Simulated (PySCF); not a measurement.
C2H5ClF2Si, SMILES CC(F)(F)[SiH2]Cl.

Geometry optimised at PBE0-D3(BJ)/def2-SVP. This is a generated structure with no PubChem entry under its InChIKey; it may be hypothetical. One conformer was computed; it need not be the lowest.

All values below come from PBE/def2-TZVP run with PySCF.

The molecule is in vacuum.

```
Quantity                                                                                                        Value
---------------------------------------------------------------------------------------------  ----------------------
total energy                                                                                      -1028.15611 hartree
highest occupied level                                                                                       -7.08 eV
lowest empty level                                                                                           -1.02 eV
orbital gap                                                                                                   6.05 eV
dipole moment                                                                                                  1.40 D
quadrupole, principal values (traceless, Buckingham form, about the centre of nuclear charge)  -6.21, -0.35, 6.57 D·Å
mean static polarisability                                                                       64.6 bohr³ (9.58 Å³)
polarisability, principal values                                                               56.8, 65.2, 71.9 bohr³
```
